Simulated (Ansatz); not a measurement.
Cd8H22Se8. The state is a singlet with charge 0. Geometry r2SCAN-D4/def2-SVP; atoms count from 1.

```xyz
38

Cd    1.156   -1.093   -5.215
Se    3.431   -2.306   -2.436
Se   -0.289   -2.163   -2.422
Cd   -0.532   -3.082    0.136
Cd    3.439   -0.126   -0.536
Se    1.630   -1.353    1.118
Se   -2.448   -1.630    1.418
Cd   -3.913    0.201    3.780
Cd    1.337    0.409    3.197
Se   -0.545   -1.289    4.595
Cd   -0.819    0.417   -3.106
Se    1.409    1.451   -1.562
Se   -3.110    0.925   -1.890
Cd   -2.986    0.951    0.754
Cd    1.117    3.519    0.124
Se   -0.400    1.907    1.648
H     0.149   -1.858   -6.321
H     2.470   -0.506   -4.293
H     4.268   -3.108   -1.507
H     4.634   -1.791   -3.108
H    -1.557   -2.713   -2.928
H    -0.150   -4.686    0.554
H     5.003    0.435   -0.217
H     2.545   -2.304    1.768
H    -3.604   -2.204    0.709
H    -5.467   -0.424    3.653
H    -2.376    0.743    4.293
H     2.493    1.072    4.239
H     0.582   -2.158    5.022
H    -0.425   -0.494    5.827
H    -0.258    0.788   -4.699
H     2.168    2.069   -2.661
H    -3.235    2.368   -2.157
H    -1.350    3.822   -1.299
H    -4.008    1.720    1.918
H     1.675    5.096    0.220
H    -1.170    4.562   -1.309
H    -0.861    2.835    2.691
```

In the def2 sets Cd takes a core potential; there is no spin–orbit coupling. Single mean-field runs in def2-TZVP are fitted with def2-universal-jkfit. In the singlet geometry the species has come apart into loosely held pieces. In the singlet, H34 and H37 lie 0.76 Å apart (atoms count from 1), so H2 has formed as a molecule.

Q: Estimate the Mulliken populations of the heavy atoms from the PBE0/def2-TZVP orbitals of Ansatz.

A: 
```csv
atom,charge (e),d electrons
Cd1,0.30,9.95
Se2,-0.22,–
Se3,-0.55,–
Cd4,0.48,9.99
Cd5,0.50,9.98
Se6,-0.60,–
Se7,-0.55,–
Cd8,0.30,9.95
Cd9,0.50,9.98
Se10,-0.22,–
Cd11,0.56,10.00
Se12,-0.57,–
Se13,-0.46,–
Cd14,0.56,10.00
Cd15,0.51,9.97
Se16,-0.57,–
```
Mulliken values depend strongly on the basis.

Q: And the Mayer bond orders between heavy atoms (over 0.3)?

A: Se2–Cd5 0.32 (2.89 Å); Se3–Cd4 0.46 (2.73 Å); Se3–Cd11 0.46 (2.72 Å); Cd4–Se7 0.46 (2.72 Å); Cd5–Se6 0.40 (2.74 Å); Cd5–Se12 0.38 (2.77 Å); Se6–Cd9 0.40 (2.74 Å); Se7–Cd14 0.46 (2.72 Å); Cd9–Se10 0.32 (2.89 Å); Cd9–Se16 0.38 (2.77 Å); Cd11–Se13 0.55 (2.64 Å); Se12–Cd15 0.47 (2.68 Å); Se13–Cd14 0.54 (2.65 Å); Cd15–Se16 0.46 (2.69 Å).
